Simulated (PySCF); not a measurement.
InH2, SMILES [InH2], multiplicity 2.

Geometry optimised at B3LYP-D3(BJ)/def2-TZVPD. The def2 effective core potentials stand for the cores of In; spin–orbit coupling is left out.

Level of theory: PySCF with TDA-M06-2X/def2-TZVPD.

Vertical excitations. Gas-phase values at a fixed geometry.

Give excitation energies, oscillator strengths and character. (Estimate from the structure and the level; the computed values follow.)


```json
[
 {"state": "root 1", "energy (eV)": "1.81", "λ (nm)": "686", "f": "0.014", "main pairs": "α HOMO→LUMO 97 %"},
 {"state": "root 2", "energy (eV)": "3.40", "λ (nm)": "365", "f": "0.013", "main pairs": "β HOMO→LUMO 95 %"},
 {"state": "root 3", "energy (eV)": "4.11", "λ (nm)": "302", "f": "0.000", "main pairs": "α HOMO−1→LUMO 8 %, β HOMO→LUMO+1 89 %"},
 {"state": "root 4", "energy (eV)": "4.55", "λ (nm)": "272", "f": "0.069", "main pairs": "α HOMO→LUMO+1 65 %, α HOMO→LUMO+2 29 %"},
 {"state": "root 5", "energy (eV)": "4.83", "λ (nm)": "256", "f": "0.000", "main pairs": "α HOMO−1→LUMO 89 %, β HOMO→LUMO+1 8 %"},
 {"state": "root 6", "energy (eV)": "4.96", "λ (nm)": "250", "f": "0.021", "main pairs": "α HOMO→LUMO+2 61 %, α HOMO→LUMO+1 32 %"},
 {"state": "root 7", "energy (eV)": "5.13", "λ (nm)": "241", "f": "0.123", "main pairs": "α HOMO→LUMO+3 89 %"},
 {"state": "root 8", "energy (eV)": "5.91", "λ (nm)": "210", "f": "0.000", "main pairs": "α HOMO→LUMO+4 96 %"},
 {"state": "root 9", "energy (eV)": "6.00", "λ (nm)": "207", "f": "0.107", "main pairs": "α HOMO→LUMO+6 79 %, α HOMO→LUMO+8 16 %"},
 {"state": "root 10", "energy (eV)": "6.01", "λ (nm)": "206", "f": "0.093", "main pairs": "α HOMO→LUMO+5 93 %"}
]
```
Unrestricted roots are not spin-pure.
